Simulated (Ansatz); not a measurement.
The cluster Ga₃P₂, relaxed as a doublet with UKS PBE0-D4/def2-SVP in Ansatz, starting from the GFN1-xTB geometry. Force threshold 0.02 eV/Å.

The relaxation made no stability test and no search for a lower SCF solution. The structure comes from a short search, and lower isomers may exist.

Start:

Cartesian coordinates in Å:
```
Ga -1.382 0.941 -1.089
Ga 1.059 0.255 -1.287
Ga 1.019 -1.676 0.371
P 0.425 0.984 1.061
P -1.121 -0.505 0.943
```

(1) Estimate the energy that the relaxation releases and the steps that it takes.

(2) Does the start keep its bonding and symmetry?

(3) Predict the relaxed structure.

Answers

(1) 4.3 kcal/mol, in 5 steps; 25 s on 4 threads of Arm Neoverse V2 on a shared host. No frequencies were taken in this run, so the end may be a saddle point.

(2) By distances, no bond broke or formed. The bond that changes most is Ga2–P4, from 2.54 to 2.41 Å (atoms count from 1). Point group Cs at the start, Cs at the end, both within 0.05 Å.

(3) 
Cartesian coordinates in Å:
```
Ga -1.512 0.948 -1.024
Ga 1.188 0.369 -1.294
Ga 0.968 -1.751 0.482
P 0.459 0.942 0.933
P -1.103 -0.509 0.904
```
Bond lengths (bridged metal pairs left out): 3 × Ga–P 2.41 to 2.45 Å; 2 × Ga–Ga 2.77 Å; 1 × P–P 2.13 Å.
